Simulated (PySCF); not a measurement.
Match the calculated data to a structure.

All candidates are C6H7F3O2.

- NMR, other nuclei: isotropic shieldings of nuclei other than C and H, by class: 162 (1 O), 200 (1 O), 246 (3 F) ppm [GIAO PBE0/pcSseg-1]
- Rotational structure: rotational constants A, B, C: 2.907, 0.476, 0.450 GHz [GFN2-xTB]
- 1H NMR: chemical shifts (computed TMS as zero) by class: 7.12 (1 H), 6.73 (1 H), 4.39 (1 H), 4.30 (1 H), 1.99 (3 H) ppm [GIAO PBE0/pcSseg-1]
- Dipole: 2.60 D [PBE0/pcSseg-1]
- 13C NMR: chemical shifts (computed TMS as zero) by class: 168.3 (1 C), 142.4 (1 C), 136.1 (1 C), 129.9 (1 C), 92.0 (1 C), 23.4 (1 C) ppm [GIAO PBE0/pcSseg-1]

Electronic properties: PySCF, gas phase, density fitting. Levels stand in brackets. Isolated species at its GFN2-xTB geometry (one conformer only). Each NMR value is the plain mean over a class of atoms that symmetry, rotation or inversion makes alike.

Question: Which candidate is it?
A. `C=C(C)O/C=C/OC(F)(F)F`
B. `O=C1CCO[C@H]1CC(F)(F)F`
C. `C=CC(=O)O[C@H](C)C(F)(F)F`

Answer: A. It is `C=C(C)O/C=C/OC(F)(F)F`. Numbering: `[CH2:1]=[C:2]([CH3:3])[O:4]/[CH:5]=[CH:6]/[O:7][C:8]([F:9])([F:10])[F:11]`. Its formula, C6H7F3O2, gives 2 degrees of unsaturation: 0 rings and 2 π bonds in the structure found. 6 carbons fall into 6 classes; from least to most shielded: vinylic carbon bearing oxygen [C2] (168.3 ppm), vinylic carbon bearing oxygen [C5] (142.4 ppm), vinylic carbon bearing oxygen [C6] (136.1 ppm), CF3 carbon [C8] (129.9 ppm), terminal =CH2 carbon [C1] (92.0 ppm), allylic carbon [C3] (23.4 ppm). Hydrogen classes from least to most shielded: 1 H on a vinylic carbon bearing oxygen, C5 (7.12 ppm), 1 H on a vinylic carbon bearing oxygen, C6 (6.73 ppm), 1 H on a terminal =CH2 carbon, C1 (4.39 ppm), 1 H on a terminal =CH2 carbon, C1 (4.30 ppm), 3 H on an allylic carbon, C3 (1.99 ppm). The other shieldings belong to: 162 ppm, ether oxygen [O4]; 200 ppm, ether oxygen [O7]; 246 ppm, fluorine of a CF3 group [F9/F10/F11]. The optimised geometry has point group C1 and is an asymmetric top.

The others, at the same levels:
- `O=C1CCO[C@H]1CC(F)(F)F` fails: its computed 13C shifts are 221.5 (1 C), 135.2 (1 C), 80.4 (1 C), 68.0 (1 C), 42.1 (1 C), 38.4 (1 C) ppm, 1H shifts are 4.59 (1 H), 4.18 (1 H), 3.97 (1 H), 2.56 (1 H), 2.48 (1 H), 2.35 (1 H), 2.10 (1 H) ppm and rotational constant A is 2.129 GHz (against 2.907 GHz).
- `C=CC(=O)O[C@H](C)C(F)(F)F` fails: its computed 13C shifts are 170.9 (1 C), 144.3 (1 C), 135.2 (1 C), 133.4 (1 C), 68.6 (1 C), 16.0 (1 C) ppm, 1H shifts are 7.16 (1 H), 6.44 (1 H), 6.39 (1 H), 6.04 (1 H), 1.52 (3 H) ppm and rotational constant A is 2.143 GHz (against 2.907 GHz).

Each candidate is one conformer, not necessarily the lowest. The conformers computed, where there is a choice (atom-mapped SMILES and torsion angles):
- `[CH2:1]=[C:2]([CH3:3])[O:4]/[CH:5]=[CH:6]/[O:7][C:8]([F:9])([F:10])[F:11]`: C1–C2–O4–C5 23°, C2–O4–C5–C6 -158°, C5–C6–O7–C8 -2°, C6–O7–C8–F9 -179°
- `[CH2:1]=[CH:2][C:3](=[O:4])[O:5][C@H:6]([CH3:7])[C:8]([F:9])([F:10])[F:11]`: C1–C2–C3–O4 -1°, C2–C3–O5–C6 -178°, C3–O5–C6–C7 -130°, O5–C6–C8–F9 -54°

The conformers of `O=C1CCO[C@H]1CC(F)(F)F` aren't listed.
